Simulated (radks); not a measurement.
The numbers below are computed, except where a source is named.
Ionisation of neutral mercury, [Hg], to [Xe] 4f14 5d10 6s1 as the strength of local exchange is varied. Level of theory: Dirac Kohn-Sham, Slater X-alpha exchange (alpha = 2/3 is LDA exchange), no correlation, spin-unpolarised, spherical densities, point nucleus (a radial shooting solver on a logarithmic mesh with Libxc functionals).

| alpha | E(Hg) (hartree) | exchange (hartree) | IE (eV) | -e of the level emptied (eV) | <r> of it (bohr) |
|---|---|---|---|---|---|
| 0.561 | -19586.8984 | -297.2825 | 9.036 | 5.256 (6s1/2) | 2.800 |
| 0.627 | -19621.9061 | -332.8903 | 9.576 | 5.741 (6s1/2) | 2.752 |
| 0.63 | -19623.4990 | -334.5119 | 9.601 | 5.764 (6s1/2) | 2.750 |
| 0.667 | -19643.1554 | -354.5354 | 9.910 | 6.044 (6s1/2) | 2.725 |
| 0.744 | -19684.1291 | -396.3395 | 10.567 | 6.643 (6s1/2) | 2.673 |
| 0.76 | -19692.6544 | -405.0487 | 10.706 | 6.770 (6s1/2) | 2.663 |
| 0.916 | -19775.9818 | -490.3716 | 12.101 | 8.059 (6s1/2) | 2.567 |
| 0.98 | -19810.2748 | -525.5897 | 12.694 | 8.613 (6s1/2) | 2.530 |

NIST Atomic Spectra Database: 10.438 eV (measured). The Delta-SCF value meets it near alpha = 0.73. Spin polarisation and multiplet splitting are left out, so open shells lie too high by an amount that depends on their filling.

Beside tabulated values, note that spin-unpolarised runs miss the spin-polarisation part of the exchange energy of open shells.
